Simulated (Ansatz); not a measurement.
H₈N₂OSi₂, SMILES `N[SiH](N)O[SiH3]`. The species carries charge 0 and has multiplicity 1.

```xyz
13

N     1.462   -1.430    0.137
Si    0.158   -0.736   -0.707
N     0.786    0.644   -1.494
O    -1.115   -0.192    0.179
Si   -1.461    0.956    1.287
H     1.444   -2.395    0.419
H     2.070   -0.876    0.718
H    -0.412   -1.824   -1.538
H     1.638    0.578   -2.026
H     0.167    1.342   -1.873
H    -1.658    2.275    0.628
H    -2.713    0.573    1.985
H    -0.365    1.085    2.285
```

Give the diagnostics of a CCSD(T)/def2-TZVPP run (frozen core, the Gaussian-basis code of Ansatz). (Best estimate.)

Computed: T1 = 0.0107, largest single amplitude 0.011, largest double 0.017, (T) share of the correlation energy 3.4 %, 9 CCSD cycles. The RHF solution is stable towards an unrestricted one. T1 lies under the customary mark of 0.02 for closed shells.
